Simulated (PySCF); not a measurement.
## From computed data to an observable: oscillator strength and radiative lifetime

Al(F)(Et)(OH) (C₂H₆AlFO), SMILES C[CH2][Al]([OH])[F].

Coordinates come from a B3LYP-D3(BJ)/def2-SVP optimisation. Other conformers were not sampled.

TDA-LC-ωPBE/def2-SVPD run with PySCF puts the first singlet state with f over 0.02 at 7.47 eV (vertical), with the transition dipole (0.387, 0.710, 0.000) in atomic units.

Task: Find the oscillator strength, the wavelength and the radiative lifetime that this transition would have in vacuum if emission retraced absorption.

Result: 
|μ|² = 0.6539 au, so |μ| = 2.06 D. ΔE = 7.47/27.211 = 0.2745 hartree. f = (2/3) ΔE |μ|² = 0.120 (the program prints 0.120).
λ = 1239.84/7.47 = 166 nm; ν = 60250 cm⁻¹.
Einstein's coefficient A = 0.6670 ν² f s⁻¹ (ν in cm⁻¹) = 2.9e8 s⁻¹, so τ = 1/A = 3.5 ns. This state is S1. The figure is the radiative limit of this one transition; relaxation, internal conversion, crossing to triplets and a medium change what is measured.
